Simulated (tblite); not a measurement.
C₅H₃N₂O (doublet state).
SMILES with atom numbers: `[N:1]#[C:2][C:3]1[CH2:4][O:5][C@H:6]1[C:7]#[N:8]` (hydrogens: H9, H10 on C4; H11 on C6)

Computed geometry: GFN2-xTB, gas phase. This method treats the open shell by occupation alone, without spin polarisation.

(1) List the bond lengths, angles and torsions at this level.

## Answers

(1) 
```json
{"bond": "N1≡C2", "length (pm)": "116.0", "order": "triple"}
{"bond": "C2–C3", "length (pm)": "135.5", "order": "single"}
{"bond": "C3–C4", "length (pm)": "148.6", "order": "single"}
{"bond": "C4–O5", "length (pm)": "142.8", "order": "single"}
{"bond": "O5–C6", "length (pm)": "143.2", "order": "single"}
{"bond": "C6–C7", "length (pm)": "145.3", "order": "single"}
{"bond": "C7≡N8", "length (pm)": "114.1", "order": "triple"}
{"bond": "C3–C6", "length (pm)": "149.9", "order": "single"}
{"bond": "C4–H9", "length (pm)": "109.7", "order": "single"}
{"bond": "C4–H10", "length (pm)": "109.8", "order": "single"}
{"bond": "C6–H11", "length (pm)": "110.1", "order": "single"}
```

Orders are formal, as drawn. A selection of angles:
```json
{"angle": "N1–C2–C3", "degrees": "179.1"}
{"angle": "C2–C3–C4", "degrees": "137.4"}
{"angle": "C2–C3–C6", "degrees": "135.5"}
{"angle": "C4–C3–C6", "degrees": "87.1"}
{"angle": "C3–C4–O5", "degrees": "90.8"}
{"angle": "C4–O5–C6", "degrees": "91.9"}
{"angle": "O5–C6–C7", "degrees": "113.7"}
{"angle": "C3–C6–O5", "degrees": "90.1"}
{"angle": "C3–C6–C7", "degrees": "114.1"}
{"angle": "C6–C7–N8", "degrees": "177.8"}
```

Dihedral angles: C2–C3–C4–O5 179° (antiperiplanar); C3–C4–O5–C6 -1° (synperiplanar); C4–O5–C6–C7 -115° (anticlinal); C2–C3–C6–O5 -179° (antiperiplanar).

The 4-membered ring C3–C4–O5–C6 has internal angles of 87.1° to 91.9° (sum 360°, against 360° for a flat polygon); it is planar, 0.01 Å rms from its mean plane, widest ring torsion 1°. The C–C distances run from 1.355 Å (C2–C3, drawn single) to 1.499 Å (C3–C6, drawn single), a spread of 0.144 Å. O5 (oxygen bonded to 2 C) is bent (angle 91.9°). C3 (carbon bonded to 3 C) is planar (angles 137.4°, 135.5° and 87.1°, sum 360.0°, 0.02 Å off the plane of its three neighbours).

Point group: C1 (no symmetry element, even within 0.4 Å). Its GFN2-xTB frequencies are all real (lowest 70 cm⁻¹).
